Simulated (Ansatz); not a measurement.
Consider the atomization: `C[SiH2]SCF` → 2 C• + F• + 7 H• + S• + Si•.

Isolated molecules relaxed with PBE0-D4/def2-TZVP in Ansatz; ΔE leaves out vibrations. CCSD(T)/CBS is the MP2 limit (def2-TZVPP, def2-QZVPP) plus CCSD(T) − MP2 in def2-TZVPP, frozen cores. This one scheme is used for every species, atoms too. DFT in def2-TZVPP. Open shells (•) are unrestricted, without spin–orbit coupling. Spin–orbit coupling would lower the free atoms: a little for C, F, S, Si. Each species was taken in one conformer, which may not be the lowest.

`C[SiH2]SCF`:

```xyz
12

C     0.182   -0.811   -1.611
Si    0.994   -0.662    0.057
S    -0.417   -0.502    1.667
C    -0.979    1.186    1.401
F    -1.799    1.307    0.301
H     0.936   -0.895   -2.399
H    -0.438    0.065   -1.811
H    -0.458   -1.696   -1.646
H     1.793   -1.870    0.385
H     1.863    0.548    0.108
H    -0.129    1.857    1.261
H    -1.548    1.473    2.286
```

CCSD(T)/CBS gives +1011.3 kcal/mol.

(1) Another level gave +1006.3 kcal/mol. Which?
A. CCSD/def2-TZVPP
B. PBE0/def2-TZVPP
C. r2SCAN/def2-TZVPP
D. PBE/def2-TZVPP

Largest T1 diagnostic among the species: 0.012.

## Answers

(1) B. PBE0 1006.3, CCSD/def2-TZVPP 971.0, r2SCAN 1012.7, PBE 1019.6 kcal/mol.

In def2-TZVPP, CCSD(T) changes the Hartree–Fock value by +238.6 kcal/mol (the triples alone add +13.8 kcal/mol) and MP2 by +249.8 kcal/mol; breaking electron pairs costs correlation energy, which Hartree–Fock lacks. From PBE to PBE0 (25 % exact exchange), in def2-TZVPP and without D4, ΔE moves by −13.3 kcal/mol: exact exchange takes away binding that semilocal exchange gives to molecules. The D4 term adds +10.1 kcal/mol with B3LYP and +5.3 kcal/mol with PBE0; it sums over pairs of atoms, weighted by their polarisabilities, and B3LYP, whose exchange is more repulsive, gets the larger term.

B3LYP here is the variant with VWN-RPA as its local correlation; programs differ in this.

For atomizations the MP2-based limit and the directly extrapolated one differ by several kJ/mol either way, and by 10 to 25 for some Ge, Se and Sn compounds, so smaller differences from it don't rank the levels.
